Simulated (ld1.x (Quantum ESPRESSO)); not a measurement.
**Al (Z = 13): RRKJ pseudisation with PBE, scalar-relativistic reference atom.**

aluminium (Al), norm-conserving RRKJ (Kleinman–Bylander form), made with ld1.x (Quantum ESPRESSO) 7.5 (PBE, scalar-relativistic). Core [Ne], reference 3s2 3p0 (charge +1). Waves: 3p (bound, empty): rc 2.00 bohr; 3s (bound): rc 1.45 bohr. Local part: the s channel. Core correction: Bessel-smoothed model core inside 0.65 bohr. rho0 = 0.005.

All-electron outer shells of the reference configuration (PBE, scalar-relativistic, ld1.x):

```json
{"shell": "3s", "level (eV)": "-14.81", "outermost node (bohr)": "0.80", "outermost maximum (bohr)": "2.01"}
{"shell": "3p", "level (eV)": "-9.05", "outermost node (bohr)": "0.81", "outermost maximum (bohr)": "2.39"}
```

Results:

```
Cutoffs needed           : 35 Ry and 70 Ry (the cutoffs (Ry, on a coarse ladder) from which the occupation-weighted sum of valence levels, in a spherical-Bessel basis at the reference potential, stays within 10 and 1 mRy of its value at 400 Ry)
Ghost test               : no extra level below or beside the all-electron valence levels (p, s, d, f tested) (spherical-Bessel basis up to 400 Ry, 20 bohr box)
Largest excitation error : -23 meV (all-electron minus pseudo) for 3s0 3p3, out of 7 test configurations
```

Generation and tests took about 1.6 s on one core of a shared server CPU.
